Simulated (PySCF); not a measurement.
C₂H₅ITe, SMILES CC[Te]I.

Geometry: PBE0-D3(BJ)/def2-SVP. The def2 effective core potentials stand for the cores of I, Te; spin–orbit coupling is left out. One conformer was computed; it need not be the lowest.

Two levels are set side by side: PBE/def2-TZVP (PySCF) and B3LYP/def2-TZVP (PySCF). Same geometry, gas phase. Differences are taken from unrounded values.

```json
[
 {"quantity": "orbital gap (eV)", "PBE": "1.72"},
 {"quantity": "highest occupied level (eV)", "PBE": "-5.02"},
 {"quantity": "lowest empty level (eV)", "PBE": "-3.30"},
 {"quantity": "dipole moment (D)", "PBE": "2.10"},
 {"quantity": "mean polarisability (bohr³)", "PBE": "97.6"}
]
```

Q: These are the PBE values. What does B3LYP give? (Estimate from the structure and the level; the computed values follow.)

A: 
```tsv
quantity	B3LYP	PBE minus B3LYP
orbital gap (eV)	3.09	-1.37
highest occupied level (eV)	-5.84	0.82
lowest empty level (eV)	-2.76	-0.55
dipole moment (D)	2.16	-0.06
mean polarisability (bohr³)	95.8	1.7
```

Without exact exchange PBE keeps part of each electron's self-repulsion, which lifts occupied levels and narrows the gap. Differences between two approximate levels are no errors against the true value.

Rough cost on one machine, each run with all the roots and properties that it gave: B3LYP against PBE within a factor of 2.
